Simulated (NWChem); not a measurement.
# 1,2,4-triazole (C2H3N3); SMILES c1nc[nH]n1

```xyz
8

C      1.0677     0.3587     0.0000
N      0.0111     1.2258     0.0000
C     -1.0356     0.4091     0.0000
N     -0.6056    -0.8825     0.0000
N      0.7436    -0.9374     0.0000
H      2.1156     0.6857     0.0000
H     -2.0958     0.6936     0.0000
H     -1.1514    -1.7467     0.0000
```
Atoms are numbered in this order, from 1.

Level: PBE-D3(BJ)/def2-SVP (NWChem), optimised geometry, unscaled harmonic frequencies. 

```
frequency (cm⁻¹)  IR intensity (km/mol)
----------------  ---------------------
595                                54.5
672                                 1.5
691                                47.8
805                                15.7
867                                 7.2
931                                 8.1
969                                18.2
1069                               38.1
1118                               17.6
1178                                3.9
1233                                2.3
1303                               13.3
1369                               17.6
1424                               10.1
1511                               23.7
3182                                1.8
3186                                1.5
3547                               64.7
```

```yaml
zero_point_energy: 36.7 kcal/mol
thermal correction to the enthalpy at 298.15 K (with zero-point energy): 39.5 kcal/mol
heat capacity Cv: 12.2 cal/(mol K)
entropy at 298.15 K and 1 atm (symmetry number 1): 64.6 cal/(mol K)
dipole_moment: 2.89 D
```

Rigid rotor and harmonic oscillator.
